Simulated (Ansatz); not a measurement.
C2H9O2SiY (`C[O][Y]([CH3])[O][SiH3]`), relaxed with RKS PBE0-D4/def2-TZVP in Ansatz 0.2.0 from a GFN2-xTB geometry. The force threshold is 0.005 eV/Å; the program also tests the step.

Charge 0, multiplicity 1. Y takes the def2 core potential.

Start:

```xyz
15

C    -1.448    0.996   -1.239
O    -1.416   -0.374   -1.504
Y    -0.415   -1.553   -0.336
C     1.784   -1.415   -1.063
O    -0.574   -0.928    1.623
Si   -0.122    0.462    2.259
H    -0.434    1.399   -1.044
H    -1.850    1.507   -2.125
H    -2.100    1.228   -0.382
H     2.355   -2.336   -1.192
H     1.801   -0.880   -2.020
H     2.313   -0.798   -0.325
H    -1.263    1.386    2.392
H     0.909    1.108    1.376
H     0.459    0.198    3.579
```

| step | energy (eV) | largest force (eV/Å) | largest move (Å) |
| --- | --- | --- | --- |
| 1 | -15231.0936 | 1.827 | 0.000 |
| 2 | -15231.3015 | 0.533 | 0.195 |
| 3 | -15231.3696 | 0.577 | 0.190 |
| 4 | -15231.4359 | 0.343 | 0.200 |
| 5 | -15231.4863 | 0.200 | 0.200 |
| 6 | -15231.5235 | 0.341 | 0.198 |
| 7 | -15231.5435 | 0.580 | 0.197 |
| 8 | -15231.5649 | 0.511 | 0.195 |
| 9 | -15231.6047 | 0.085 | 0.192 |
| 10 | -15231.6153 | 0.073 | 0.136 |
| 11 | -15231.6254 | 0.128 | 0.195 |
| 14 | -15231.6379 | 0.111 | 0.130 |
| 17 | -15231.6413 | 0.049 | 0.039 |
| 20 | -15231.6419 | 0.049 | 0.051 |
| 23 (rejected) | -15231.6422 | 0.117 | 0.082 |
| 26 | -15231.6427 | 0.016 | 0.025 |
| 29 | -15231.6429 | 0.017 | 0.024 |
| 32 | -15231.6432 | 0.052 | 0.045 |
| 35 | -15231.6435 | 0.012 | 0.036 |
| 38 | -15231.6436 | 0.001 | 0.005 |
| 41 | -15231.6437 | 0.010 | 0.023 |
| 44 | -15231.6437 | 0.002 | 0.011 |
| 47 | -15231.6438 | 0.009 | 0.020 |
| 50 | -15231.6438 | 0.002 | 0.013 |
| 52 | -15231.6438 | 0.003 | 0.022 |

End:

```xyz
15

C    -1.924    1.273   -2.246
O    -1.193    0.377   -1.479
Y    -0.093   -0.724   -0.214
C     1.885   -1.592   -1.179
O     0.053   -0.253    1.784
Si    0.199    0.255    3.318
H    -1.263    1.937   -2.816
H    -2.562    0.745   -2.966
H    -2.573    1.901   -1.622
H     2.432   -2.278   -0.518
H     1.717   -2.126   -2.124
H     2.588   -0.781   -1.418
H    -1.107    0.749    3.847
H     1.184    1.369    3.425
H     0.657   -0.851    4.207
```

Hardware: 2 threads of an AMD EPYC 7R13 on a shared host and a share of an NVIDIA H100 80 GB. Wall time 84 s, peak host memory 0.92 GiB.
